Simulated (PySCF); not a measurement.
Gas-phase reaction: In2O + 3 H2O ⇌ 2 InH3 + 4 O

Energies from PySCF, thermal terms from the rigid-rotor harmonic-oscillator model, ideal gas at 1 bar. † marks an energy on the PBE0/def2-TZVP geometry and frequencies; other levels use their own. MP2 and CCSD(T) freeze the core. Open shells (unrestricted): O (multiplicity 3, electronic degeneracy 9); the rest are closed-shell singlets. Spin-orbit splitting is ignored; it lowers the true energy and changes the entropy of O. In: scalar-relativistic def2 core potential, no spin-orbit coupling. InH3: computed as isolated molecules; such fragments, hydroxides, amides, oligomers or adducts are transient or little studied in the gas. MP2 isn't extrapolated to the basis-set limit; its ΔH°(298 K) is 2038.4 kJ in def2-SVP and 2251.4 kJ in def2-TZVPP. CCSD(T) isn't extrapolated to the basis-set limit; its ΔH°(298 K) is 1906.3 kJ in def2-SVP and 2059.4 kJ in def2-TZVPP. The harmonic model lacks anharmonicity and excited electronic states, which grow with temperature; levels with a mode under 35 cm⁻¹ are left out. Soft modes under 120 cm⁻¹ make the harmonic entropy rough for In2O. Warning, large T1 diagnostic: In2O (CCSD(T)/def2-TZVPP†).

| level | ΔE electronic, kJ | ΔH°(298 K), kJ | ΔS°(298 K), J/K | ΔG°(1800 K), kJ |
|---|---|---|---|---|
| CCSD(T)/def2-TZVPP† | 2145 | 2059 | 234 | 1582 |
| M06-2X/def2-TZVP† | 2222 | 2136 | 234 | 1658 |
| MP2/def2-TZVPP† | 2337 | 2251 | 234 | 1773 |
| PBE/def2-TZVP† | 2311 | 2225 | 234 | 1748 |
| PBE0/def2-QZVP† | 2188 | 2102 | 234 | 1624 |
| PBE0/def2-SVP† | 2108 | 2023 | 234 | 1545 |
| PBE0/def2-TZVP | 2151 | 2065 | 234 | 1588 |
| LDA/def2-TZVP† | 2627 | 2541 | 234 | 2063 |
ΔH° is lowest at PBE0/def2-SVP† and highest at LDA/def2-TZVP†. No reference value is set beside these.
